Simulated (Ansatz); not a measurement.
## Abstraction of F: C3H4BF + C3H5 → C3H4B + C3H5F

Species: C3H4BF `C#CB(C)F`, singlet; C3H5 `[CH2]C=C`, doublet; C3H4B `C#C[B]C`, doublet; C3H5F (allyl fluoride) `C=CCF`, singlet. A radical takes F: the energy is the difference in strength between the B–F bond broken and the C–F bond made.

Shapes, held fixed at every level: PBE0-D4/def2-TZVP. Flexible molecules stand in one conformer, not always the lowest. Programs: Ansatz 0.2.0. Electronic energies: no zero-point or thermal term.

Task: Estimate ΔE of this reaction.

Result: B2PLYP/def2-TZVPP gives ΔE = +278.3 kJ/mol; the levels span +258.9 to +280.3. The median of the levels is +275.5. No measured value is set beside it here. Spin contamination: C3H5 (⟨S²⟩ up to 0.95), C3H4B (⟨S²⟩ up to 0.91). Open shells run unrestricted unless RO is named. Times are processor times on shared x86 and Arm servers, and rough.

```csv
level,kind,ΔE (kJ/mol),CPU time (sum over the molecules)
PBE-D4/def2-TZVPP,GGA,+258.9,19 s
r2SCAN-D4/def2-TZVPP,meta-GGA,+275.5,37 s
B3LYP-D4/def2-TZVPP,global hybrid,+274.6,27 s
PBE0-D4/def2-TZVPP,global hybrid,+269.1,20 s
wB97M-V/def2-TZVPP,range-separated hybrid,+280.3,2 min
wB97X-V/def2-TZVPP,range-separated hybrid,+276.6,90 s
B2PLYP/def2-TZVPP,double hybrid,+278.3,58 s
```
